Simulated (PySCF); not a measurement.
Species: Si(vinyl)3(OMe), C7H12OSi.
Z-matrix (Å and degrees, PBE0-D3(BJ)/def2-SVP geometry), rows numbered from 1:
```
Si
C   1  1.8721
C   2  1.3387  1  122.76
H   2  1.0989  1  119.30  3   178.65
H   3  1.0965  2  121.50  1    -1.22
H   3  1.0960  2  122.42  1   178.66
C   1  1.8632  2  110.42  3   -92.22
C   7  1.3379  1  123.77  2  -124.91
H   7  1.0984  1  117.81  2    53.96
H   8  1.0961  7  121.50  1    -1.15
H   8  1.0962  7  122.20  1   179.30
C   1  1.8721  2  110.11  3   145.33
C  12  1.3393  1  122.36  2  -151.54
H  12  1.0986  1  119.67  2    28.59
H  13  1.0966 12  121.37  1     0.21
H  13  1.0962 12  122.51  1  -179.86
O   1  1.6721  2  109.32  3    23.74
C  17  1.4005  1  124.97  2    62.90
H  18  1.1049 17  112.20  1   -59.71
H  18  1.1011 17  108.69  1  -179.19
H  18  1.1049 17  111.99  1    61.47
```

Theory: delta-SCF UKS SCAN, pcX-2 on the ionised atom, pcseg-1 elsewhere, spin-free X2C (PySCF). Each binding energy is the total energy of the core-ionised species, with the hole localised on one atom, minus that of the ground state; both are solved self-consistently, so orbital relaxation is included.

Some binding energies are withheld.

```csv
atom(s),bonded to,level,binding energy (eV)
C2/C7/C12,"C, H and Si",C 1s,?
C3/C8/C13,C and 2 H,C 1s,290.21
C18,O and 3 H,C 1s,292.02
O17,C and Si,O 1s,537.53
Si1,O and 3 C,Si 1s,?
Si1,O and 3 C,Si 2p3/2,?
```

What is the Si 1s binding energy of Si1?

1846.38 eV (silicon bonded to 3 C and O).

What is the C 1s binding energy of C2/C7/C12?

289.80 eV (carbon bonded to C, Si and H). The nearest listed C 1s value is that of C3/C8/C13; the shift against it is -0.41 eV.

What is the Si 2p3/2 binding energy of Si1?

106.43 eV (silicon bonded to 3 C and O), with 2p1/2 at 107.06 eV.

Lowest listed C 1s: C2/C7/C12, bonded to C, H and Si. Highest, 2.22 eV above it: C18, bonded to O and 3 H.

What is the longest wavelength that can ionise Si 1s of Si1 vertically?

λ = hc/E = 12398.42 eV Å / 1846.38 eV = 6.715 Å.

One atom of each set of topologically equivalent atoms was ionised and stands for the set; in this conformer not all members are related by symmetry, and their own values weren't computed. The 2p values aren't plain energy differences: one relaxed spin-free 2p hole is combined with a matrix within the shell (ground-state 2p orbital-energy differences and spin–orbit coupling). 2p3/2, the mean of its two sublevels, lies a third of the splitting below the shell's mean and 2p1/2 two thirds above it; the statistical areas are 2:1. 2p1/2 minus 2p3/2 (ligand field included): Si 0.62 eV. One conformer (not necessarily the lowest) at the PBE0-D3(BJ)/def2-SVP geometry, without solvent, vibrations or thermal averaging.
